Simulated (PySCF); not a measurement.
**Question.** What does the PBE0-D3(BJ)/def2-SVP structure of InChI=1S/C4H3F7O/c1-12-4(10,11)2(5,6)3(7,8)9/h1H3 look like in three dimensions?

**Answer.** 
```
atom  x, y, z in Å
C1     2.2662   -0.4882    0.4450
O2     0.9802    0.1095    0.3431
C3     0.2073   -0.3081   -0.6627
F4     0.7902   -0.1226   -1.8646
F5    -0.0683   -1.6251   -0.5817
C6    -1.1162    0.4887   -0.6476
F7    -1.9452   -0.0620   -1.5415
F8    -0.8594    1.7504   -1.0095
C9    -1.8439    0.5244    0.7167
F10   -1.9327   -0.6975    1.2261
F11   -1.2060    1.3057    1.5715
F12   -3.0691    1.0008    0.5392
H13    2.8844   -0.2271   -0.4259
H14    2.7182   -0.0812    1.3560
H15    2.1814   -1.5812    0.5304
```

Orientation and origin are arbitrary. Atoms count from 1 in this order. Of the pairs four or more bonds apart, O2···F11 is among the closest relative to their van der Waals radii: 2.78 Å, 93 % of the sum of Bondi's values. The 7 C–F bonds span 1.322 Å (C9–F11, drawn single) to 1.349 Å (C3–F4, drawn single), a spread of 0.027 Å. The C–O distances run from 1.336 Å (O2–C3, drawn single) to 1.422 Å (C1–O2, drawn single), a spread of 0.086 Å.

Bonds between heavy atoms (Å): C1–O2 1.422, O2–C3 1.336, C3–F4 1.349, C3–F5 1.348, C3–C6 1.545, C6–F7 1.338, C6–F8 1.337, C6–C9 1.547, C9–F10 1.327, C9–F11 1.322, C9–F12 1.326.

Computed with PBE0-D3(BJ)/def2-SVP geometry optimisation, gas phase (PySCF 2.14.0).

Point group: C1 (no symmetry element, even within 0.4 Å). No PBE0-D3(BJ)/def2-SVP frequencies stand behind this structure, so it isn't proved a minimum. The numbers are those of one conformer (C1–O2–C3–F4 -58°, O2–C3–C6–F7 -172°).
